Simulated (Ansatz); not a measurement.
ClFH4OSi2 (`O[SiH2][SiH](F)Cl`), relaxed with RKS PBE-D4/def2-SVP in Ansatz 0.2.0 from a rough embedded geometry. The force threshold is 0.03 eV/Å; the program also tests the step.

Total charge 0; spin multiplicity 1.

Start:

```xyz
9

O    -0.148    1.548   -1.347
Si    0.650    0.274   -0.677
Si   -0.333   -0.580    1.295
F     0.535   -1.865    1.734
Cl   -2.249   -1.137    0.911
H    -0.873    1.301   -2.034
H     0.728   -0.777   -1.750
H     2.046    0.739   -0.463
H    -0.355    0.496    2.331
```

```json
{"step": "1", "energy (eV)": "-33079.7478", "largest force (eV/Å)": "3.003", "largest move (Å)": "0.000"}
{"step": "2", "energy (eV)": "-33079.9498", "largest force (eV/Å)": "1.027", "largest move (Å)": "0.182"}
{"step": "3", "energy (eV)": "-33079.9904", "largest force (eV/Å)": "0.622", "largest move (Å)": "0.080"}
{"step": "4", "energy (eV)": "-33080.0044", "largest force (eV/Å)": "0.285", "largest move (Å)": "0.074"}
{"step": "5", "energy (eV)": "-33080.0135", "largest force (eV/Å)": "0.223", "largest move (Å)": "0.113"}
{"step": "6", "energy (eV)": "-33080.0140", "largest force (eV/Å)": "0.828", "largest move (Å)": "0.184"}
{"step": "7", "energy (eV)": "-33080.0262", "largest force (eV/Å)": "0.182", "largest move (Å)": "0.023"}
{"step": "8", "energy (eV)": "-33080.0305", "largest force (eV/Å)": "0.074", "largest move (Å)": "0.068"}
{"step": "9", "energy (eV)": "-33080.0344", "largest force (eV/Å)": "0.128", "largest move (Å)": "0.155"}
{"step": "10", "energy (eV)": "-33080.0364", "largest force (eV/Å)": "0.083", "largest move (Å)": "0.044"}
{"step": "11", "energy (eV)": "-33080.0377", "largest force (eV/Å)": "0.077", "largest move (Å)": "0.023"}
{"step": "12", "energy (eV)": "-33080.0382", "largest force (eV/Å)": "0.040", "largest move (Å)": "0.034"}
{"step": "13", "energy (eV)": "-33080.0385", "largest force (eV/Å)": "0.037", "largest move (Å)": "0.032"}
{"step": "14", "energy (eV)": "-33080.0386", "largest force (eV/Å)": "0.026", "largest move (Å)": "0.006"}
```

End:

```xyz
9

O    -0.286    1.337   -1.476
Si    0.804    0.252   -0.787
Si   -0.245   -0.477    1.192
F     0.259   -1.956    1.688
Cl   -2.243   -0.646    0.567
H    -1.213    1.043   -1.387
H     1.076   -0.966   -1.636
H     2.086    0.994   -0.558
H    -0.237    0.420    2.397
```

Run time 16 s (4 threads of an Arm Neoverse V2 on a shared host); peak host memory 0.15 GiB.
